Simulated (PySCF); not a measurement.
Isomers of C6H11NS, one GFN2-xTB conformer each. Single-point energies are computed at PBE0/pcSseg-1 (PySCF, gas phase, no added dispersion term), electronic only.

Task: Rank them by PBE0/pcSseg-1 energy, lowest first (kJ/mol).
A. `[CH2:1]=[CH:2][CH2:3][C:4](=[S:5])[N:6]([CH3:7])[CH3:8]` with C1–C2–C3–C4 133°, C2–C3–C4–S5 101°, C3–C4–N6–C7 0°
B. `[NH2:1][CH2:2][C@@H:3]1[CH2:4][CH2:5][C:6](=[S:7])[CH2:8]1` with H–N1–C2–C3 -177° and 64°, N1–C2–C3–C4 177°, C2–C3–C4–C5 -160°, C3–C4–C5–C6 30°, C4–C5–C6–S7 168°, C5–C6–C8–C3 -11°
C. `[CH3:1]/[N:2]=[CH:3]/[C@H:4]1[CH2:5][CH2:6][CH2:7][S:8]1` with N2–C3–C4–C5 0°, C3–C4–C5–C6 79°, C4–C5–C6–C7 50°, C5–C6–C7–S8 -38°, C6–C7–S8–C4 14°

Result: B (0.0), C (4.7), A (53.1).

As drawn, the lowest has an N–H bond, which the highest lacks; the highest has a C=C bond outside aromatic rings, which the lowest lacks. Neighbours under 10 kJ/mol apart (NC[C@@H]1CCC(=S)C1 and C/N=C/[C@H]1CCCS1) can change places with a better method, another conformer or zero-point energy. GFN2-xTB itself gives, in the same order: 10.4, 0.0, 42.8. GFN2-xTB puts C/N=C/[C@H]1CCCS1 lowest instead; measured from each level's own lowest isomer, the values differ by up to 10.4 kJ/mol (NC[C@@H]1CCC(=S)C1: 10.4 against 0.0).

Task: Which frontier levels, dipoles and rotational constants go with these structures?

Result: 
```
            SMILES  HOMO (eV, PBE0/pcSseg-1)  LUMO (eV)  dipole (D)       A, B, C (MHz)
NC[C@@H]1CCC(=S)C1                     -6.05      -1.78        4.48  3565, 934.6, 770.6
 C/N=C/[C@H]1CCCS1                     -6.28      -0.07        1.04    2991, 1165, 1032
    C=CCC(=S)N(C)C                     -5.78      -0.71        4.83   2239, 1324, 900.5
```
